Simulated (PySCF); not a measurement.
O₂Ti, triplet, geometry from GFN2-xTB (such geometries of metal compounds can be far from the true shape) (the multiplicity is a formal guess).

Input for PySCF:
```python
from pyscf import gto, scf, dft

mol = gto.Mole()
mol.atom = '''
    Ti    0.087135    0.016677    0.105040
    O     1.094196    0.190064   -1.185323
    O    -1.333819   -0.235927    0.896463
'''
mol.basis = '6-31g**'
mol.charge = 0
mol.spin = 2
mol.verbose = 4
mol.build()

mf = dft.UKS(mol)
mf.xc = 'wb97x'
mf = mf.density_fit(auxbasis='def2-universal-jkfit')
mf.kernel()
```

Task: Estimate the number of basis functions that DF-WB97X/6-31G** (PySCF) returns for this input.

Result: 62

Task: Estimate the nuclear repulsion energy that DF-WB97X/6-31G** returns for this input.

Result: 123.6629 Eh

Task: What is the computed Mulliken (on the basis functions themselves) charges in atom order (DF-WB97X/6-31G**)?

Result: Ti1 0.95, O2 -0.47, O3 -0.47

These values belong to the state on which the SCF converged, which isn't shown to be the lowest.
